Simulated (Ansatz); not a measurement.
`[NH2][SnH]([F])[Cl]`, relaxed with RKS PBE-D4/def2-SVP in the Gaussian-basis code of Ansatz from a rough embedded geometry. The force threshold is 0.03 eV/Å; the program also tests the step.

Charge 0, multiplicity 1. Sn: def2 effective core potential.

Start:

```xyz
7

N    -0.213   -1.284    0.351
Sn   -0.175    0.680   -0.014
F    -1.615    1.126   -1.236
Cl    1.815    1.311   -0.967
H     0.618   -1.555    0.924
H    -0.038   -1.827   -0.576
H    -0.392    1.550    1.518
```

**Question.** How much energy does the relaxation release, and in how many steps? (Estimate.)

**Answer.** Computed: 4.85 kcal/mol, in 28 steps, 6 of them rejected.

**Question.** Which bonds change most? (An estimate is asked.)

**Answer.** Computed: Sn2–Cl4 from 2.294 to 2.367 Å; Sn2–H7 from 1.775 to 1.716 Å; N1–H6 from 1.088 to 1.032 Å; N1–Sn2 from 1.999 to 2.050 Å.

**Question.** Give the relaxed structure. (Best estimate.)

**Answer.** Ansatz gave: 
```xyz
7

N     0.002   -1.305    0.493
Sn   -0.123    0.703    0.097
F    -1.432    0.897   -1.349
Cl    1.984    1.426   -0.704
H     0.920   -1.647    0.170
H    -0.702   -1.792   -0.085
H    -0.649    1.717    1.377
```
